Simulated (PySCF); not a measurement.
3,4-difluorotoluene, C7H6F2.
SMILES: `c1(C)cc(c(F)cc1)F`

A PySCF run (density fitting, gas phase, GFN2-xTB geometry) gave HOMO -8.39 eV, LUMO 0.64 eV, dipole 3.40 D and E = -468.786 Eh.

Question: Which of these levels was it?
A. LDA/STO-3G
B. CAM-B3LYP/def2-SVPD
C. BLYP/pcSseg-0
D. LDA/pcSseg-1
E. CAM-B3LYP/pcSseg-0

Answer: E. It is CAM-B3LYP/pcSseg-0. All candidates on this geometry:

```csv
level and settings,kind,basis functions,SCF cycles,E (Eh),HOMO (eV),LUMO (eV),dipole (D)
"LDA/pcSseg-1, damping 0.1 at the start, DIIS from the seventh cycle",LDA,183,28,-466.2562,-6.21,-1.68,2.88
LDA/STO-3G,LDA,51,15,-460.0683,-2.78,1.88,0.58
"BLYP/pcSseg-0, start guess sap",GGA,93,27,-468.8755,-5.77,-1.11,2.85
CAM-B3LYP/def2-SVPD,range-separated hybrid,234,13,-469.5124,-8.40,0.38,3.26
"CAM-B3LYP/pcSseg-0, level shift 0.3 Eh, start guess vsap",range-separated hybrid,93,15,-468.7862,-8.39,0.64,3.40
```

The nearest other candidate, by the summed differences of HOMO and LUMO, is CAM-B3LYP/def2-SVPD: its HOMO differs by -0.01 eV and its LUMO by -0.26 eV. Cycle counts include a coarse-grid stage where the run had one.
